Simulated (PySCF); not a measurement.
Simulation results for ClFH3NSi, B2H7NSi, AlBH3N, B2HO and others

Calculation on a computer-drawn molecule: optimised geometry and harmonic frequencies of an isolated molecule of the commonest isotopes, restricted reference for singlets and unrestricted otherwise, frozen core in MP2. Program: PySCF 2.14.0.

```json
{"entry": 1, "formula": "ClFH3NSi", "start_structure": {"atoms_angstrom": [["N", -0.8373, 1.6719, 0.44], ["Si", 0.1029, 0.291, 0.0127], ["F", -0.0086, 0.1364, -1.5565], ["Cl", -0.6262, -1.3576, 0.9093], ["H", -0.8282, 2.3855, -0.0851], ["H", -1.1265, 1.7939, 1.4057], ["H", 1.5762, 0.3985, 0.1477]]}, "given": {"charge": 0, "multiplicity": 1, "method": "HF", "basis": "cc-pV(D+d)Z", "drawn_bonds_atom": [1, 2, 2, 1, 1, 2], "drawn_bonds_other_atom": [2, 3, 4, 5, 6, 7], "drawn_bonds_order": [1, 1, 1, 1, 1, 1]}, "results": {"optimised_atom_element": ["N", "Si", "F", "Cl", "H", "H", "H"], "optimised_atom_x [angstrom]": [-0.6681, 0.1185, -0.2551, -0.4721, -0.4048, -1.634, 1.568], "optimised_atom_y [angstrom]": [1.664, 0.3123, -0.009809, -1.335, 2.586, 1.626, 0.4756], "optimised_atom_z [angstrom]": [0.6046, -0.02134, -1.552, 1.047, 0.308, 0.8695, 0.01837], "modes_frequency [cm^-1]": [170.2, 265.0, 286.5, 350.4, 426.1, 564.9, 778.6, 867.2, 933.1, 959.9, 995.5, 1684, 2422, 3777, 3873], "modes_reduced_mass [dalton]": [1.535, 3.342, 2.453, 2.444, 2.177, 9.688, 1.121, 6.342, 1.282, 1.944, 2.01, 1.12, 1.042, 1.051, 1.096], "rotational_constants [GHz]": [6.374, 3.492, 2.502], "total_energy [hartree]": -904.2374, "convergence_status_largest_gradient_component [hartree/bohr]": 8.967e-06}}
{"entry": 2, "formula": "B2H7NSi", "start_structure": {"atoms_angstrom": [["B", -0.5232, -0.6213, 0.8095], ["B", -0.3236, 0.0273, -0.713], ["N", 0.5989, -0.1347, -1.6889], ["Si", -1.5684, 1.5261, -0.9645], ["H", -1.3271, -1.4702, 0.9361], ["H", -0.0507, -0.2512, 1.779], ["H", 0.6172, 0.323, -2.5811], ["H", 1.2815, -0.9389, -1.6255], ["H", -1.2831, 2.2061, -2.3499], ["H", -1.5101, 2.6991, 0.053], ["H", -3.0401, 1.1613, -0.9922]]}, "given": {"charge": 0, "multiplicity": 1, "method": "HF", "basis": "cc-pV(D+d)Z", "drawn_bonds_atom": [1, 2, 2, 1, 1, 3, 3, 4, 4, 4], "drawn_bonds_other_atom": [2, 3, 4, 5, 6, 7, 8, 9, 10, 11], "drawn_bonds_order": [1, 1, 1, 1, 1, 1, 1, 1, 1, 1]}, "results": {"optimised_atom_element": ["B", "B", "N", "Si", "H", "H", "H", "H", "H", "H", "H"], "optimised_atom_x [angstrom]": [-0.5015, -0.358, 0.5798, -1.643, -1.248, 0.08248, 0.6545, 1.249, -1.357, -1.523, -3.063], "optimised_atom_y [angstrom]": [-0.706, 0.1136, -0.2006, 1.678, -1.641, -0.3398, 0.2889, -0.9387, 2.279, 2.758, 1.235], "optimised_atom_z [angstrom]": [0.8208, -0.6628, -1.648, -1.054, 0.9618, 1.809, -2.517, -1.564, -2.388, -0.03875, -1.057], "modes_frequency [cm^-1]": [60.75, 170.2, 230.3, 260.2, 295.0, 508.1, 514.1, 597.3, 611.5, 710.1, 825.9, 855.5, 985.8, 995.7, 1026, 1028, 1154, 1275, 1401, 1773, 2259, 2275, 2285, 2646, 2705, 3796, 3891], "modes_reduced_mass [dalton]": [1.065, 2.724, 1.04, 2.601, 1.741, 1.087, 4.342, 1.356, 1.263, 1.187, 1.706, 2.426, 1.356, 1.136, 1.035, 1.037, 1.67, 1.268, 4.383, 1.183, 1.045, 1.05, 1.025, 1.058, 1.121, 1.05, 1.099], "rotational_constants [GHz]": [7.339, 3.72, 2.595], "total_energy [hartree]": -396.8335, "convergence_status_largest_gradient_component [hartree/bohr]": 1.78e-05}}
{"entry": 3, "formula": "AlBH3N", "start_structure": {"atoms_angstrom": [["N", 2.1112, 1.4236, -0.4067], ["B", 0.9861, 1.0002, -0.6784], ["Al", -0.947, 0.2727, -1.1449], ["H", 3.0112, 1.7623, -0.1894], ["H", -1.2146, -0.4099, -2.5418], ["H", -2.1154, 0.4146, -0.0943]]}, "given": {"charge": 0, "multiplicity": 1, "method": "MP2", "basis": "cc-pV(D+d)Z", "drawn_bonds_atom": [1, 2, 1, 3, 3], "drawn_bonds_other_atom": [2, 3, 4, 5, 6], "drawn_bonds_order": [2, 1, 1, 1, 1]}, "results": {"optimised_atom_element": ["N", "B", "Al", "H", "H", "H"], "optimised_atom_x [angstrom]": [2.12, 0.9672, -0.9483, 3.036, -1.222, -2.121], "optimised_atom_y [angstrom]": [1.427, 0.993, 0.2721, 1.772, -0.4117, 0.4115], "optimised_atom_z [angstrom]": [-0.4046, -0.6831, -1.145, -0.1833, -2.541, -0.09785], "modes_frequency [cm^-1]": [201.3, 207.0, 476.2, 484.7, 523.8, 532.1, 620.8, 813.5, 1852, 1974, 1979, 3849], "modes_reduced_mass [dalton]": [2.833, 4.307, 8.576, 1.255, 1.216, 1.312, 1.204, 1.066, 7.691, 1.026, 1.06, 1.101], "rotational_constants [GHz]": [134.5, 3.877, 3.769], "total_energy [hartree]": -323.1070, "convergence_status_largest_gradient_component [hartree/bohr]": 9.593e-06}}
{"entry": 4, "formula": "B2HO", "start_structure": {"atoms_angstrom": [["B", -0.5446, -0.0478, 1.1248], ["B", -0.8651, -1.5153, 0.6159], ["O", -1.174, -2.6196, 0.2391], ["H", -0.2151, 0.9978, 1.4253]]}, "given": {"charge": 0, "multiplicity": 2, "method": "HF", "basis": "cc-pVDZ", "drawn_bonds_atom": [1, 2, 1], "drawn_bonds_other_atom": [2, 3, 4], "drawn_bonds_order": [1, 2, 1]}, "results": {"optimised_atom_element": ["B", "B", "O", "H"], "optimised_atom_x [angstrom]": [-0.8147, -0.9207, -1.044, -0.01894], "optimised_atom_y [angstrom]": [0.02133, -1.507, -2.599, 0.9], "optimised_atom_z [angstrom]": [1.31, 0.6376, 0.1852, 1.272], "modes_frequency [cm^-1]": [371.2, 376.2, 691.4, 800.6, 2144, 2837], "modes_reduced_mass [dalton]": [2.87, 10.35, 1.713, 6.23, 11.81, 1.1], "rotational_constants [GHz]": [859.1, 8.453, 8.371], "total_energy [hartree]": -124.7895, "spin_squared": 0.7578, "convergence_status_largest_gradient_component [hartree/bohr]": 4.834e-06}}
{"entry": 5, "formula": "BClFHO", "start_structure": {"atoms_angstrom": [["O", 0.9717, -2.7207, -0.6607], ["B", 1.5981, -2.2437, 0.3261], ["F", 1.7444, -2.9058, 1.4467], ["Cl", 2.4442, -0.7333, 0.3067], ["H", 0.4876, -3.4671, -0.6059]]}, "given": {"charge": 0, "multiplicity": 1, "method": "HF", "basis": "cc-pV(D+d)Z", "drawn_bonds_atom": [1, 2, 2, 1], "drawn_bonds_other_atom": [2, 3, 4, 5], "drawn_bonds_order": [1, 1, 1, 1]}, "results": {"optimised_atom_element": ["O", "B", "F", "Cl", "H"], "optimised_atom_x [angstrom]": [0.9307, 1.627, 1.705, 2.465, 0.5184], "optimised_atom_y [angstrom]": [-2.669, -2.238, -2.957, -0.6967, -3.511], "optimised_atom_z [angstrom]": [-0.706, 0.3451, 1.458, 0.2834, -0.5671], "modes_frequency [cm^-1]": [362.0, 435.9, 546.1, 674.1, 709.5, 1078, 1337, 1512, 4140], "modes_reduced_mass [dalton]": [12.33, 7.955, 1.305, 4.176, 5.756, 1.747, 3.616, 11.82, 1.066], "rotational_constants [GHz]": [10.54, 4.653, 3.228], "total_energy [hartree]": -659.2511, "convergence_status_largest_gradient_component [hartree/bohr]": 9.793e-06}}
{"entry": 6, "formula": "AlF2H", "start_structure": {"atoms_angstrom": [["F", 0.5065, 0.5594, -0.3766], ["Al", -1.0412, 0.7108, 0.1509], ["F", -1.8987, 1.9957, -0.4063], ["H", -1.6657, -0.3144, 1.1322]]}, "given": {"charge": 0, "multiplicity": 1, "method": "MP2", "basis": "cc-pV(D+d)Z", "drawn_bonds_atom": [1, 2, 2], "drawn_bonds_other_atom": [2, 3, 4], "drawn_bonds_order": [1, 1, 1]}, "results": {"optimised_atom_element": ["F", "Al", "F", "H"], "optimised_atom_x [angstrom]": [0.5286, -1.041, -1.92, -1.667], "optimised_atom_y [angstrom]": [0.5468, 0.7114, 2.009, -0.3159], "optimised_atom_z [angstrom]": [-0.3767, 0.1502, -0.407, 1.134], "modes_frequency [cm^-1]": [260.6, 509.3, 659.8, 762.2, 919.1, 2073], "modes_reduced_mass [dalton]": [17.25, 1.372, 1.086, 16.81, 16.68, 1.045], "rotational_constants [GHz]": [32.05, 6.539, 5.431], "total_energy [hartree]": -441.9750, "convergence_status_largest_gradient_component [hartree/bohr]": 1.765e-05}}
{"entry": 7, "formula": "C2H6B2", "start_structure": {"atoms_angstrom": [["B", -1.0053, -1.3617, -1.5139], ["C", -1.7022, -0.5068, -0.543], ["B", -1.0515, 0.41, 0.4806], ["C", 0.4972, 0.5597, 0.6586], ["H", -0.2814, -1.8914, -2.1405], ["H", -2.7894, -0.5231, -0.6752], ["H", -1.8007, 1.0444, 1.0627], ["H", 1.0365, -0.0162, -0.0163], ["H", 0.7528, 0.3473, 1.6637], ["H", 0.7438, 1.5864, 0.5396]]}, "given": {"charge": 0, "multiplicity": 1, "method": "HF", "basis": "cc-pVDZ", "drawn_bonds_atom": [1, 2, 3, 1, 2, 3, 4, 4, 4], "drawn_bonds_other_atom": [2, 3, 4, 5, 6, 7, 8, 9, 10], "drawn_bonds_order": [2, 1, 1, 1, 1, 1, 1, 1, 1]}, "results": {"optimised_atom_element": ["B", "C", "B", "C", "H", "H", "H", "H", "H", "H"], "optimised_atom_x [angstrom]": [-0.9407, -1.801, -1.102, 0.4719, -0.1601, -2.881, -1.79, 1.092, 0.7427, 0.7682], "optimised_atom_y [angstrom]": [-1.248, -0.5107, 0.4022, 0.536, -1.845, -0.5498, 1.073, -0.07381, 0.2827, 1.583], "optimised_atom_z [angstrom]": [-1.406, -0.6052, 0.4263, 0.6099, -2.053, -0.6728, 1.157, -0.05507, 1.642, 0.473], "modes_frequency [cm^-1]": [146.1, 153.8, 156.0, 375.0, 637.8, 778.5, 787.5, 821.9, 856.2, 948.0, 1017, 1099, 1156, 1299, 1447, 1545, 1557, 1573, 2644, 2939, 3148, 3211, 3215, 3343], "modes_reduced_mass [dalton]": [2.799, 1.401, 1.385, 2.51, 1.11, 1.401, 1.796, 1.15, 1.514, 1.339, 1.773, 1.82, 1.456, 1.984, 1.328, 3.011, 1.051, 1.287, 1.092, 1.131, 1.038, 1.097, 1.102, 1.091], "rotational_constants [GHz]": [15.99, 5.74, 4.335], "total_energy [hartree]": -128.5550, "convergence_status_largest_gradient_component [hartree/bohr]": 1.221e-05}}
{"entry": 8, "formula": "AlBH4N", "start_structure": {"atoms_angstrom": [["N", -2.0871, 0.6466, -1.208], ["B", -1.0335, 0.9398, -1.882], ["Al", -0.5771, 2.8897, -2.4447], ["H", -2.306, -0.2852, -0.917], ["H", -2.8532, 1.2437, -0.8076], ["H", -0.2011, 0.1223, -2.1858], ["H", -0.2107, 4.367, -2.8893]]}, "given": {"charge": 1, "multiplicity": 1, "method": "HF", "basis": "cc-pV(D+d)Z", "drawn_bonds_atom": [1, 2, 1, 1, 2, 3], "drawn_bonds_other_atom": [2, 3, 4, 5, 6, 7], "drawn_bonds_order": [1, 1, 1, 1, 1, 1]}, "results": {"optimised_atom_element": ["N", "B", "Al", "H", "H", "H", "H"], "optimised_atom_x [angstrom]": [-2.139, -1.019, -0.5656, -2.321, -2.85, -0.2083, -0.1654], "optimised_atom_y [angstrom]": [0.6045, 0.9278, 2.976, -0.3483, 1.233, 0.1256, 4.405], "optimised_atom_z [angstrom]": [-1.152, -1.862, -2.459, -0.8909, -0.8358, -2.209, -2.925], "modes_frequency [cm^-1]": [231.4, 358.3, 416.3, 505.1, 556.9, 743.2, 939.3, 950.7, 1186, 1432, 1770, 2113, 2772, 3776, 3887], "modes_reduced_mass [dalton]": [2.134, 1.092, 1.922, 2.552, 1.418, 1.233, 1.08, 1.153, 1.346, 3.708, 1.241, 1.047, 1.099, 1.055, 1.096], "rotational_constants [GHz]": [49.73, 4.263, 3.926], "total_energy [hartree]": -323.1573, "convergence_status_largest_gradient_component [hartree/bohr]": 3.141e-05}}
```
